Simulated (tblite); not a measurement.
2x3x3 MgS rock-salt block (Mg9S9) at step 5 of a GFN2-xTB optimisation (tblite, gas phase), coordinates in Å:

```
  1 Mg   -1.039   -2.378   -2.381
  2 S    -1.439   -2.612   -0.001
  3 Mg   -1.041   -2.380    2.377
  4 S    -1.438    0.000   -2.611
  5 Mg   -1.075    0.002   -0.004
  6 S    -1.438   -0.001    2.612
  7 Mg   -1.039    2.381   -2.379
  8 S    -1.438    2.611   -0.001
  9 Mg   -1.038    2.378    2.379
 10 S     1.297   -2.538   -2.539
 11 Mg    1.075   -2.449    0.000
 12 S     1.297   -2.538    2.538
 13 Mg    1.077    0.001   -2.447
 14 S     1.492    0.000    0.001
 15 Mg    1.075   -0.003    2.449
 16 S     1.296    2.540   -2.538
 17 Mg    1.079    2.447    0.003
 18 S     1.296    2.539    2.541
```

What are the forces on the atoms (eV/Å)?


```
  1 Mg    0.01   -0.24   -0.23
  2 S    -0.02    0.12   -0.01
  3 Mg    0.02   -0.23    0.24
  4 S    -0.03    0.01    0.11
  5 Mg   -0.59   -0.01    0.01
  6 S    -0.02    0.00   -0.12
  7 Mg    0.01    0.23   -0.24
  8 S    -0.02   -0.12    0.01
  9 Mg    0.00    0.24    0.23
 10 S     0.10    0.14    0.14
 11 Mg    0.07   -0.26    0.00
 12 S     0.09    0.13   -0.14
 13 Mg    0.07    0.00   -0.26
 14 S    -0.02    0.00   -0.01
 15 Mg    0.07    0.01    0.26
 16 S     0.10   -0.14    0.14
 17 Mg    0.07    0.26   -0.01
 18 S     0.10   -0.14   -0.14
```
